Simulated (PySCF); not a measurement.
Calculation: B3LYP-D3(BJ)/def2-TZVP (PySCF). All species are isolated molecules in the gas phase. One relaxed conformer stands for a flexible species; it need not be the lowest. B3LYP has the VWN-RPA correlation part, as in Gaussian. Delta-SCF ions had no search for a lower state. Excitations are Tamm–Dancoff values on a coarser integration grid. The basis has no diffuse functions, so Rydberg states are missing or too high.

Reference species (SMILES): `C#CN[SiH3]` (neutral, multiplicity 1).

The vertical ionisation energy (Delta-SCF) is 8.70 eV. The HOMO comes out as -6.31 eV and the T1 excitation (TDA) is 4.91 eV.

After one change: the vertical ionisation energy (Delta-SCF) falls by 0.64 eV; the HOMO increases by 0.39 eV; the T1 excitation (TDA) falls by 2.64 eV.

Q: Name the change that produced these shifts. The new species is one of these.
(A) `CN=C=[SiH2]`
(B) `C=CN=[SiH2]` (C–C–N–Si torsion 55°)
(C) `C1=[SiH]CN1`
(D) `C#C[SiH2]N`

A: B, `C=CN=[SiH2]` (C–C–N–Si torsion 55°)
